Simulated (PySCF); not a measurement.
SMILES CB(C)N[SiH](C)C (C₄H₁₄BNSi) (GFN2-xTB optimised geometry):

```
21

Si    -1.568     0.447     0.000
C     -2.257    -0.410     1.555
C     -2.082     2.277     0.000
N      0.180     0.447     0.000
B      1.110    -0.583    -0.208
C      0.601    -2.050    -0.530
C      2.666    -0.271    -0.147
H     -2.055    -0.221    -1.218
H     -1.915     0.079     2.463
H     -3.342    -0.395     1.564
H     -1.944    -1.448     1.609
H     -1.722     2.798     0.883
H     -1.698     2.800    -0.871
H     -3.163     2.372    -0.013
H      0.583     1.359     0.166
H      1.384    -2.800    -0.450
H      0.219    -2.093    -1.549
H     -0.219    -2.351     0.116
H      2.896     0.782     0.009
H      3.163    -0.583    -1.064
H      3.141    -0.830     0.659
```

Computed with B3LYP/def2-SVP in PySCF.

Problem. What are the frontier orbital energies and the dipole moment?

Solution. HOMO-2 -8.49 eV, HOMO-1 -7.89 eV, HOMO -7.40 eV, LUMO 0.79 eV, LUMO+1 1.28 eV; dipole moment 1.34 D.

Meta-Löwdin charges at B3LYP/def2-SVP: Si1 0.90, C2 -0.54, C3 -0.54, N4 -0.52, B5 0.22, C6 -0.42, C7 -0.41, H8 -0.14, H9 0.11, H10 0.11, H11 0.11, H12 0.10, H13 0.11, H14 0.11, H15 0.21, H16 0.10, H17 0.11, H18 0.10, H19 0.08, H20 0.10, H21 0.11.
